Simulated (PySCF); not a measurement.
Where the electron goes

Compound: (H2B-mu-SH)2.
Geometry (PBE0-D3(BJ)/def2-SVP, Å), atoms numbered from 1 in this order:
```xyz
10
B2H6S2 angstrom
B      1.2563    0.0618    0.3851
H      1.4186    0.2941    1.5607
H      2.2379   -0.0803   -0.3041
S      0.0191    1.4409   -0.2745
B     -1.2734    0.0404    0.2126
H     -2.1517   -0.1157   -0.6015
H     -1.5958    0.2684    1.3556
S      0.0040   -1.4526    0.2975
H      0.1118    1.1890   -1.6013
H      0.0979   -1.7229   -1.0256
```

Computed with TDDFT PBE0/def2-SVPD, vertical, gas phase, core orbitals frozen in the response (PySCF).

Kohn–Sham orbitals with the atoms that hold most of them (Löwdin shares over 4%, at most four atoms; ? is withheld):

```csv
orbital,ε (eV),atoms
LUMO+2,0.20,"S4 28%, S8 28%, H9 9%, H10 9%"
LUMO+1,-0.12,"S4 29%, S8 29%, B5 15%, B1 15%"
LUMO,-0.46,"S8 23%, S4 23%, H10 14%, H9 14%"
HOMO,-8.28,?
HOMO-1,-8.38,?
HOMO-2,-9.08,"B5 17%, B1 17%, H7 11%, H2 11%"
HOMO-3,-9.51,"B1 24%, B5 24%, H2 15%, H7 15%"
```

(1) Give the leading atoms of the HOMO-1.

(2) Give the leading atoms of the HOMO.

(3) How does S1 compare with the orbital gap of 7.82 eV?

(4) One configuration dominates each of S1, S2, S3, S4 and S7. Which, and how do the shares of the two leading atoms of either orbital change from the occupied to the empty one?

Results:

(1) S4 (bonded to 2 B and H) 41%; S8 (bonded to 2 B and H) 41%; B5 (bonded to 2 S and 2 H) 6%; B1 (bonded to 2 S and 2 H) 6%. By element: sulfur 82%, boron 13%.

(2) S8 (bonded to 2 B and H) 20%; S4 (bonded to 2 B and H) 20%; B1 (bonded to 2 S and 2 H) 17%; B5 (bonded to 2 S and 2 H) 17%. By element: sulfur 41%, boron 34%.

(3) S1 is at 6.58 eV (f = 0.0019), 1.24 eV below the gap, made of HOMO→LUMO (98%). 

(4) 
- S1 (6.58 eV, f 0.0019), HOMO→LUMO (98%): S8 20% → 23%, S4 20% → 23%
- S2 (6.62 eV, f 0.0047), HOMO-1→LUMO (99%): S4 41% → 23%, S8 41% → 23%
- S3 (6.90 eV, f 0.0000), HOMO-1→LUMO+1 (94%): S4 41% → 29%, S8 41% → 29%
- S4 (6.98 eV, f 0.0005), HOMO→LUMO+1 (94%): S8 20% → 29%, S4 20% → 29%
- S7 (7.52 eV, f 0.0092), HOMO-2→LUMO (77%): B5 17% → at most 14%, B1 17% → at most 14%, S8 at most 11% → 23%, S4 at most 11% → 23%

Löwdin shares depend on the basis, the more so with diffuse functions.

One conformer stands for the species.
